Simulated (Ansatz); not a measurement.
Geometry optimisation, Ansatz 0.2.0, RKS PBE0-D4/def2-SVP.

Input:

```yaml
crystal:
  periodic: [false, false, false]
  atoms:
    - { symbol: "N", position_ang: [-0.77428, 1.4292, -0.6283] }
    - { symbol: In, position_ang: [0.22063, -0.18892, 0.16391] }
    - { symbol: O, position_ang: [1.87853, 0.19668, 1.11878] }
    - { symbol: S, position_ang: [-0.68426, -2.42911, 0.21697] }
    - { symbol: H, position_ang: [-1.67713, 1.15887, -1.00981] }
    - { symbol: H, position_ang: [-0.96682, 2.0557, 0.14828] }
    - { symbol: H, position_ang: [2.28123, -0.54621, 1.56728] }
    - { symbol: H, position_ang: [-1.83301, -1.99772, -0.28082] }
basis:
  gaussian: { orbitals: def2-SVP }
hamiltonian:
  xc: pbe0
  dispersion: d4
relax:
  f_tol: 0.015
  max_steps: 40
output:
  orbitals: {}
```

Launched with:

```bash
$ ansatz run input.yaml --threads 1 --pin off --max-ram 2048MiB --backend cpu --events-out ev --progress --plain --runs-dir out
```

Task: Where does it end, and by what steps?

Result: The run converged. After 10 steps the energy has fallen by 0.122 eV; H6 moved furthest, 0.56 Å.

```
step  energy less start (eV)  largest force component (eV/Å)  accepted
   0                  0.0000                           0.928       yes
   1                 -0.0655                           0.679       yes
   2                 -0.0508                           1.361        no
   3                 -0.0988                           0.226       yes
   4                 -0.1114                           0.140       yes
   5                 -0.1197                           0.067       yes
   6                 -0.1211                           0.050       yes
   7                 -0.1202                           0.214        no
   8                 -0.1216                           0.032       yes
   9                 -0.1215                           0.029        no
  10                 -0.1217                           0.008       yes
```

```xyz
8
Properties=species:S:1:pos:R:3
N -0.866 1.336 -0.591
In 0.085 -0.199 0.324
O 1.830 0.230 1.191
S -0.653 -2.485 0.245
H -1.879 1.272 -0.650
H -0.618 2.258 -0.241
H 2.281 -0.552 1.526
H -1.734 -2.183 -0.508
```

Whether the end is a true minimum wasn't checked by a vibrational analysis.

Run time: 61 s on 1 thread of Arm Neoverse V1, on a shared host, peak memory 0.2 GiB.
